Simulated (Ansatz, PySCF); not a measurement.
B2F3, SMILES F[B]B(F)F (connectivity only; charge and spin as stated), charge +1, multiplicity 1. Atoms are numbered in the order given.

```xyz
5

F      0.0000     0.0032     2.3116
B      0.0000     0.0015     1.0867
B      0.0000    -0.0010    -0.6910
F      0.0000    -1.1615    -1.2486
F      0.0000     1.1578    -1.2521
```
Charge +1, spin multiplicity 1.

Geometry optimised at ωB97X-D3(BJ)/def2-SVP. The multiplicity is an assumed one; other spin states were not compared. The isomer is the one that the SMILES or the coordinates give; other isomers of the formula were not compared. One conformer was computed; it need not be the lowest.

Two levels are set side by side: PBE-D3(BJ)/def2-SVP (Ansatz, a first-principles code) and ωB97X-D3(BJ)/def2-SVP (PySCF). Each level has its own optimised geometry; the coordinates shown are those of the second. Frequencies come from the Hessian of PySCF at each geometry. Differences are taken from unrounded values.

```tsv
quantity	ωB97X-D3(BJ)
mean bond length (Å)	1.394
bond F1–B2 (Å)	1.225
bond B2–B3 (Å)	1.778
bond B3–F4 (Å)	1.287
bond B3–F5 (Å)	1.287
highest harmonic wavenumber (cm⁻¹)	1775
mean harmonic wavenumber (cm⁻¹)	784
zero-point energy (kcal/mol)	10.09
```

Problem. What does PBE-D3(BJ) give, and how far is it from ωB97X-D3(BJ)? (The exact figures need the calculation; the answer reports its results.)

Solution. 
```
quantity                            PBE-D3(BJ)  PBE-D3(BJ) minus ωB97X-D3(BJ)
----------------------------------  ----------  -----------------------------
mean bond length (Å)                     1.398                          0.003
bond F1–B2 (Å)                           1.233                          0.008
bond B2–B3 (Å)                           1.767                         -0.010
bond B3–F4 (Å)                           1.295                          0.008
bond B3–F5 (Å)                           1.295                          0.008
highest harmonic wavenumber (cm⁻¹)        1710                            -64
mean harmonic wavenumber (cm⁻¹)            753                            -31
zero-point energy (kcal/mol)              9.69                          -0.39
```
